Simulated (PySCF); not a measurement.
H4F2Si2, SMILES F[SiH2][SiH2]F, singlet, PBE0/def2-SVP optimised geometry.

```
8

Si     1.18    -0.08     0.00
F      1.72     0.43     1.45
Si    -1.17    -0.08     0.00
F     -1.70     1.46     0.00
H      1.72     0.83    -1.05
H      1.68    -1.46    -0.23
H     -1.72    -0.77     1.20
H     -1.67    -0.75    -1.24
```

Density from PBE0/def2-TZVP (PySCF 2.14.0) at that geometry.

Minimum of the electron density along straight lines between bonded atoms, close to the bond critical point (lines longer than 1.1 times the sum of covalent radii, or with two minima, are not listed):

| bond | length / Å | ρ at the minimum / e bohr⁻³ | ∇²ρ there / e bohr⁻⁵ | position (fraction from the first atom) |
|---|---|---|---|---|
| Si1–F2 | 1.631 | 0.128 | 0.88 | 0.42 |
| Si1–Si3 | 2.347 | 0.099 | -0.18 | 0.50 |
| Si3–F4 | 1.630 | 0.128 | 0.88 | 0.42 |
| Si1–H5 | 1.492 | 0.122 | 0.14 | 0.49 |
| Si1–H6 | 1.494 | 0.121 | 0.14 | 0.49 |
| Si3–H7 | 1.491 | 0.122 | 0.14 | 0.49 |
| Si3–H8 | 1.494 | 0.121 | 0.14 | 0.49 |
